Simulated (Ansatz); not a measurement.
Task: Name a neutral molecule of C, F, Si and H with LUMO energy (ωB97M-V/def2-TZVPP) between 1.50 and 1.80 eV and HOMO energy (ωB97M-V/def2-TZVPP) between -10.50 and -10.20 eV (Ansatz, PBE0-D4/def2-TZVP geometry).

Result: `FC(F)([SiH3])[SiH3]` (1.63 eV, -10.27 eV); `FC1([SiH3])C=C1` (1.50 eV, -10.27 eV); `F[SiH]1C=CC1` (1.59 eV, -10.27 eV); `FC[SiH2][SiH3]` (1.64 eV, -10.33 eV). Other molecules can fit too; these were computed, each in one conformer that needn't be the lowest.
